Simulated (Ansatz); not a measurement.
Geometry optimisation, RKS B3LYP/def2-mTZVP (Ansatz 0.2.0).

Input:

```yaml
crystal:
  periodic: [false, false, false]
  atoms:
    - { symbol: C, position_ang: [-0.2065, 1.3644, -0.5903] }
    - { symbol: Al, position_ang: [-0.2672, -0.539, -0.1817] }
    - { symbol: "N", position_ang: [0.4139, -1.1542, 1.467] }
    - { symbol: Cl, position_ang: [-1.0124, -1.9678, -1.6427] }
    - { symbol: H, position_ang: [0.3418, 1.5777, -1.5395] }
    - { symbol: H, position_ang: [0.1961, 1.9839, 0.242] }
    - { symbol: H, position_ang: [-1.2694, 1.7589, -0.7585] }
    - { symbol: H, position_ang: [0.4277, -2.1814, 1.4573] }
    - { symbol: H, position_ang: [1.4645, -0.8887, 1.5293] }
basis:
  gaussian: { orbitals: def2-mTZVP }
hamiltonian:
  xc: b3lyp
relax:
  f_tol: 0.015
  max_steps: 40
```

Launched with:

```bash
$ ansatz run input.yaml --threads 2 --pin off --max-ram 3072MiB --backend cpu --events-out ev --progress --plain --runs-dir out
```

Task: Where does it end, and by what steps?

Result: The run converged. The force dipped under the threshold on the way, but the program's further checks kept it going. After 13 steps the energy has fallen by 0.534 eV; H9 moved furthest, 0.55 Å.

| step | energy less start (eV) | largest force component (eV/Å) | accepted |
| --- | --- | --- | --- |
| 0 | 0.0000 | 2.191 | yes |
| 1 | -0.2566 | 1.879 | yes |
| 2 | -0.4909 | 0.481 | yes |
| 3 | -0.5224 | 0.151 | yes |
| 4 | -0.5236 | 0.169 | yes |
| 5 | -0.5289 | 0.133 | yes |
| 6 | -0.5327 | 0.022 | yes |
| 7 | -0.5331 | 0.012 | yes |
| 8 | -0.5332 | 0.030 | yes |
| 9 | -0.5334 | 0.048 | yes |
| 10 | -0.5335 | 0.040 | yes |
| 11 | -0.5336 | 0.025 | yes |
| 12 | -0.5337 | 0.021 | yes |
| 13 | -0.5337 | 0.015 | yes |

```xyz
9
Properties=species:S:1:pos:R:3
C -0.207 1.367 -0.614
Al -0.193 -0.542 -0.232
N 0.588 -1.257 1.184
Cl -1.154 -1.915 -1.542
H 0.288 1.586 -1.564
H 0.299 1.947 0.162
H -1.227 1.751 -0.700
H 0.608 -2.246 1.394
H 1.085 -0.738 1.896
```

Whether the end is a true minimum wasn't checked by a vibrational analysis.

Run time: 20 s on 2 threads of Intel(R) Xeon(R) 6985P-C CPU @ 2.30GHz (Granite Rapids), on a shared host, peak memory 0.2 GiB.
